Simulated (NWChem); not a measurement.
Species: SiH cation, singlet

```xyz
2

Si     0.0000     0.0000    -0.1085
H      0.0000     0.0000     1.4099
```
Atoms are numbered in this order, from 1.

Low-valent species are run as closed-shell singlets; no triplet was tried in these runs. Structure relaxed at the PBE0-D3(BJ)/def2-TZVP level.

Problem. List the 4 lowest vertical singlet excitations and the 4 lowest triplet ones from LDA (Slater exchange, VWN5)/def2-SVPD, TDA (NWChem).

Solution. 
| state | energy (eV) | oscillator strength | leading excitation (squared amplitude) |
|---|---|---|---|
| S1 | 3.20 | 0.019 | HOMO → LUMO (0.98) |
| S2 | 3.20 | 0.019 | HOMO → LUMO+1 (0.98) |
| S3 | 9.63 | 0.056 | HOMO−1 → LUMO (0.62) |
| S4 | 9.63 | 0.056 | HOMO−1 → LUMO+1 (0.62) |
| T1 | 2.03 | spin-forbidden | HOMO → LUMO (1.00) |
| T2 | 2.03 | spin-forbidden | HOMO → LUMO+1 (1.00) |
| T3 | 7.32 | spin-forbidden | HOMO → LUMO+2 (0.99) |
| T4 | 7.43 | spin-forbidden | HOMO−1 → LUMO (0.98) |
